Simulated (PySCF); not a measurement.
# Reading the logs of faulty runs: Ge2H6NO

Calculated results; nothing here was measured. They come from PySCF 2.14.0, an open-source quantum chemistry program, on an isolated molecule that a program drew, which may never have been made. The molecule is Ge2H6NO (charge 0, doublet), drawn as the SMILES string `[NH2][GeH2][O][GeH2]`.

Each row is a Hartree-Fock (HF) and frozen-core CCSD(T) single point in the cc-pVDZ basis, meant for a local HF minimum. Run 1 is clean. Each other run has one planted mistake out of seven kinds, and not every kind appears here: one electron removed, one electron added, multiplicity raised by two, geometry at a saddle point, minimal basis STO-3G, one bond length entered in bohr, all coordinates scaled. The reference is restricted for singlets and unrestricted otherwise, and also for a bond in bohr. Adding or removing an electron swaps singlet and doublet. Electrons count all cores. HOMO and LUMO are orbital energies over both spins, the gradient is its largest component, and the lowest frequency (negative if imaginary) is given only where the gradient is small. Bond lengths are over the 9 bonds as drawn. T1 is the CCSD diagnostic: over 0.02 (restricted) or 0.045 (unrestricted) a single reference is doubtful. Germanium has the cc-pVDZ-PP basis, with a core potential (ECP10MDF) in place of its 10 inner electrons, and its 3s, 3p and 3d shells are frozen in CCSD(T).

Geometry of the clean run:
```xyz
10
Ge2H6NO, angstrom
N    -0.5382   -0.5671   -0.3980
Ge   -0.9058   -0.7863    1.3844
O     0.1849    0.2712    2.2846
Ge    1.7374    1.0484    1.9088
H    -1.0258    0.1781   -0.8637
H    -0.6152   -1.3997   -0.9555
H    -0.6117   -2.2449    1.7324
H    -2.3195   -0.3626    1.7818
H     2.2249    1.6607    3.2338
H     1.5197    2.1408    0.8430
```

```
run,electrons,basis functions,<S^2>,HOMO (eV),LUMO (eV),gradient (hartree/bohr),lowest frequency (cm^-1),mean bond (Å),longest bond (Å),T1,HF (hartree),CCSD(T) (hartree),mistake
1,85,104,0.754,-8.64,1.48,9.3e-06,48,1.5025,1.833,0.0155,-719.57486,-720.17048,no fault
2,85,104,1.567,-8.86,1.27,2.4e-02,-,1.6018,1.899,0.0584,-719.44117,-720.02727,one bond length entered in bohr
3,85,104,3.762,-2.89,-0.02,8.0e-02,-,1.5025,1.833,0.0206,-719.35127,-719.92865,?
4,84,104,0.000,-15.04,-6.84,8.4e-02,-,1.5025,1.833,0.0250,-719.28989,-719.89202,?
```

**Which mistake was planted in run 3, and what did it cost?**

Electrons, basis and geometry are unchanged, and <S^2> is 3.762, beside S(S+1) = 3.75 for a multiplicity of 4. So the mistake is: multiplicity raised by two. Subtracting run 1 and multiplying by 627.51 kcal/mol a hartree, the energy moved by 140.3 kcal/mol in HF and 151.8 kcal/mol in CCSD(T).

**Which mistake was planted in run 4, and what did it cost?**

It counts 84 electrons, one fewer than the clean run, at the same geometry and basis. So the mistake is: one electron removed. Subtracting run 1 and multiplying by 627.51 kcal/mol a hartree, the energy moved by 178.8 kcal/mol in HF and 174.7 kcal/mol in CCSD(T).

Cautions from the logs. Run 2: T1 is over the limit, so its CCSD(T) energy is less reliable; run 4: T1 is over the limit, so its CCSD(T) energy is less reliable.
